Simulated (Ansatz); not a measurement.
Born–Oppenheimer molecular dynamics of FH₅W (7 atoms, charge 0, multiplicity 1). It starts at the highest image of a converged band, a first-order saddle point between two minima.

Method: Ansatz 0.2.0, RKS BLYP/def2-SVP.

| Quantity | Value |
| --- | --- |
| ensemble | NVE (velocity Verlet) |
| time step | 0.5 fs |
| steps asked | 200 |
| starting velocities drawn for | 100 K |
| seed | 7319 |

First frame:

```xyz
7
Properties=species:S:1:pos:R:3
W -0.070 -0.297 0.119
H 0.798 -0.169 1.572
H 1.271 0.716 0.152
H -0.165 1.476 0.181
H -1.617 0.425 0.144
F -0.115 -2.211 0.053
H 0.798 -0.070 -1.321
```

Question: How far do the bonds stretch over the last three quarters of this one trajectory? (Pairs bonded in most of those frames.)

Answer: 
```tsv
bond	mean (Å)	spread (Å)	shortest	longest
W1–H2	1.735	0.028	1.67	1.79
W1–H3	1.710	0.017	1.68	1.75
W1–H4	1.723	0.030	1.67	1.79
W1–H5	1.709	0.009	1.69	1.72
W1–F6	1.866	0.027	1.83	1.91
W1–H7	1.712	0.034	1.64	1.78
```

Mean temperature of the second half: 1012 K. The conserved energy stayed within 0.058 meV per atom of its start (net change -0.033 meV per atom), so the integration is sound. The kinetic energy rose, since the run started high on the potential surface and went downhill. A run of 0.1 ps of so small a system gives no equilibrium averages. The orbitals stay closed-shell, which can raise the energy where a bond breaks towards radicals; this wasn't checked here.

Time of the run: 6.6 min on 1 thread of Arm Neoverse V2, with other jobs on the host, peak memory 0.11 GiB.
